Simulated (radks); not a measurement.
Results of a calculation; reference values are marked as such.
Q: Ionisation of the zinc ion Zn+, [Ar] 3d10 4s1, to Zn2+, [Ar] 3d10, under several functionals. Dirac Kohn-Sham, spin-unpolarised, spherical densities, finite nucleus; a radial shooting solver on a logarithmic mesh with Libxc functionals. The NIST Atomic Spectra Database gives 17.964 eV (measured). Rank these functionals by the error of their Delta-SCF ionisation energy: OLYP; B86b exchange with PBE correlation; AM05; exchange-only PBE; SOGGA; BP86; Wu-Cohen GGA.

A: From best to worst: exchange-only PBE 17.934 eV (-0.031); OLYP 18.077 eV (+0.112); SOGGA 18.216 eV (+0.252); AM05 18.306 eV (+0.341); Wu-Cohen GGA 18.350 eV (+0.385); B86b exchange with PBE correlation 18.473 eV (+0.508); BP86 18.524 eV (+0.560). Spin polarisation and multiplet splitting are left out, so open shells lie too high by an amount that depends on their filling.

Beside tabulated values, note that spin-unpolarised runs miss the spin-polarisation part of the exchange energy of open shells.
